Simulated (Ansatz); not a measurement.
## Telling isomers of ClFH2NSbSi+ apart by their spectra

These gas-phase data were calculated for one isomer of ClFH2NSbSi+ at PBE0-D3(BJ)/def2-SVP (harmonic, unscaled wavenumbers; equilibrium rotational constants with average atomic masses):

* rotational constants: 2.343, 1.128, 0.7615 GHz
* all wavenumbers above 1500 cm⁻¹: 3661, 3555, 1502

Candidates:

(1) the doublet with the links of `F[Si@H](Cl)[NH+]=[Sb]`
(2) the doublet with the links of `[NH2+]=[Si](F)[Sb][Cl]`

Problem. Assign the data to one candidate and say why.

Solution. Candidate (2). No mode falls between 2000 and 2380 cm⁻¹, where the Si–H stretch of (1) would stand.

The same quantities for all candidates:

|  | rotational constants (GHz) | wavenumbers above 1500 cm⁻¹ | E above the lowest, PBE0-D3(BJ)/def2-SVP (kcal/mol) |
| --- | --- | --- | --- |
| (1) | 4.566, 0.6692, 0.6292 | 3529, 2370 | 3.1 |
| (2) | 2.343, 1.128, 0.7615 | 3661, 3555, 1502 | 0.0 |

Harmonic stretches to hydrogen usually lie a few per cent above observed fundamentals. Each candidate is one conformer. Open shells are spin-unrestricted. Atoms past krypton carry core potentials. Programs: Ansatz 0.2.0.
